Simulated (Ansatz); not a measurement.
Input file for Ansatz (a first-principles code): R-CCSD(T)/def2-TZVPPD on FH2In (SMILES [F][InH2]), atoms moved off the minimum. Elements past Kr take the def2 small-core potentials; no spin–orbit coupling. Files ending in .json are basis or fitting sets from the Basis Set Exchange. The run froze 10 orbitals, filled d shells among them.

Ansatz 0.2 input:
```yaml
crystal:
  periodic: [false, false, false]
  atoms:
    - {symbol: In, position_ang: [-0.08164130, -0.25840587, 0.05271251]}
    - {symbol: H, position_ang: [0.74339972, -0.95128195, 1.19956094]}
    - {symbol: H, position_ang: [-1.49081616, -0.47410918, -0.83963194]}
    - {symbol: F, position_ang: [0.82529267, 1.47138007, -0.43960443]}
basis:
  gaussian:
    orbitals: def2-TZVPPD.json
magnetization: {spin_polarized: false}
correlation: {method: ccsd_t, electrons: outside_noble_gas}
scf: {lower_state_search: off}
output: {forces: true}
```

Q: Give the final energy of this run.

A: -290.2192 hartree (reference determinant -289.8586, T1 diagnostic 0.015).

Q: How many basis functions does it have, and what does it roughly cost on one machine?

A: 130 functions; roughly 50 core-seconds.
